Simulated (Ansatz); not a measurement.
Reaction (isomerisation): `CNB[SiH2]O` → `BN[SiH2]CO`

Gas-phase electronic energies from Ansatz, PBE0-D4/def2-TZVP geometries. CCSD(T)/CBS adds triple-zeta CCSD(T) − MP2 to the extrapolated MP2 energy (def2 sets, frozen cores). Each species was taken in one conformer, which may not be the lowest.

| level | ΔE (kJ/mol) |
| --- | --- |
| HF/CBS(def2) | 60.0 |
| CCSD/CBS(def2) | 66.7 |

**Question.** What does CCSD(T)/CBS give? (An estimate is asked.)

**Answer.** Ansatz gave: +67.1 kJ/mol. The listed levels differ from it by -7.1, -0.4 kJ/mol.

Largest T1 diagnostic among the species: 0.013.

In def2-TZVPP, CCSD(T) changes the Hartree–Fock value by +6.8 kJ/mol (the triples alone add +0.5 kJ/mol) and MP2 by +5.8 kJ/mol.

CCSD(T)/CBS has its own doubt, a few kJ/mol and more with outer-core shells, so smaller differences from it don't rank the levels.
